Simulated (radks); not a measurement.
Spherical quantum dot in the effective-mass picture: electrons in a hard-walled sphere of radius 4.32, with a point charge +1 (a donor) at the centre, all in effective atomic units (hartree* = m*/eps^2 hartree, bohr* = eps/m* bohr), one dielectric constant everywhere. Calculated with a radial shooting solver with Libxc functionals: non-relativistic Kohn-Sham, LDA (Slater exchange, Perdew-Wang correlation), spin-polarised, spherical densities. Levels are named by radial order and angular momentum (1s, 1p, 1d, 2s, ...), and open shells are averaged over m. Each electron was tried in the lowest free levels, single moves between levels near the top were tried too, and the lowest total energy was kept; such a search can miss a lower state. Give the order in which the levels fill up to N = 39, the shell closures and the spin along the way.

Answer. Shells are first occupied in the order 1s, 1p, 1d, 2s, 1f, 1g. Open shells at each N (closed shells left out): 1: 1s(up 1, down 0); 2: none; 3: 1p(up 1, down 0); 4: 1p(up 2, down 0); 5: 1p(up 3, down 0); 6: 1p(up 3, down 1); 7: 1p(up 3, down 2); 8: none; 9: 1d(up 1, down 0); 10: 1d(up 2, down 0); 11: 1d(up 3, down 0); 12: 1d(up 4, down 0); 13: 1d(up 5, down 0); 14: 1d(up 5, down 1); 15: 1d(up 5, down 2); 16: 1d(up 5, down 3); 17: 1d(up 5, down 4); 18: none; 19: 2s(up 1, down 0); 20: 2s(up 1, down 0) 1f(up 1, down 0); 21: 2s(up 1, down 0) 1f(up 2, down 0); 22: 2s(up 1, down 0) 1f(up 3, down 0); 23: 2s(up 1, down 0) 1f(up 4, down 0); 24: 2s(up 1, down 0) 1f(up 5, down 0); 25: 2s(up 1, down 0) 1f(up 6, down 0); 26: 2s(up 1, down 0) 1f(up 7, down 0); 27: 2s(up 1, down 0) 1f(up 7, down 1); 28: 2s(up 1, down 0) 1f(up 7, down 2); 29: 2s(up 1, down 0) 1f(up 7, down 3); 30: 2s(up 1, down 0) 1f(up 7, down 4); 31: 2s(up 1, down 0) 1f(up 7, down 5); 32: 2s(up 1, down 0) 1f(up 7, down 6); 33: 2s(up 1, down 0); 34: none; 35: 1g(up 1, down 0); 36: 1g(up 2, down 0); 37: 1g(up 3, down 0); 38: 1g(up 4, down 0); 39: 1g(up 5, down 0). All shells are closed at N = 2, 8, 18, 34 (there: 1s2 1p6 1d10 2s2 1f14). Largest 2S: 8, at N = 26.
